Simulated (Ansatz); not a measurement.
Ansatz (a quantum-chemistry and plane-wave program) input file for GeHO, SMILES [OH+]=[Ge] (connectivity only; charge and spin as stated), charge +1, multiplicity 1, ωB97X-V/def2-TZVPD. Coordinates come from a PBE0-D3(BJ)/def2-TZVP optimisation. The isomer is the one that the SMILES or the coordinates give; other isomers of the formula were not compared.

Ansatz 0.2 input:
```yaml
crystal:
  periodic: [false, false, false]
  atoms:
    - {symbol: O, position_ang: [0.00000000, 0.00000000, 1.27547238]}
    - {symbol: Ge, position_ang: [0.00000000, 0.00000000, -0.38887319]}
    - {symbol: H, position_ang: [0.00000000, 0.00000000, 2.24016321]}
basis:
  gaussian:
    orbitals: def2-TZVPD
hamiltonian:
  xc: {name: wB97X-V}
total_charge: 1
```

It prints:

```
WARN ansatz: RAYON_NUM_THREADS=1 ignored (pool sized by the plan → 1); use --threads N
Functional definition: wB97X-V
integrals: 0.04 GiB planned
649 factors; their error is unknown
integrals: 0.07 GiB planned
161 factors; integrals over basis functions are off by at most 1.0e-4 eV
mean field: 0.40 GiB planned
mean field evaluation 1: about -58552.1241 eV, gradient 1.0e2 eV
mean field evaluation 2: about -58483.5113 eV, gradient 1.9e2 eV
mean field evaluation 4: about -58568.8063 eV, gradient 6.9e0 eV
mean field evaluation 8: about -58569.0126 eV, gradient 2.0e-1 eV
mean field evaluation 16: about -58569.0127 eV, gradient 8.8e-6 eV
mean field -58569.01268120 eV, -2152.3715165314 hartree, gradient 8.8e-6 eV, S^2 0.000000; 0 other end points of the search recorded, 0 dependent functions left out
reference -58569.01267982 eV, -2152.3715164808 hartree; 20, 20 occupied and 83, 83 virtual orbitals, 649 factors
Total energy: -58569.01267982 eV, -2152.3715164808 hartree
```

The calculation finished and met its thresholds.
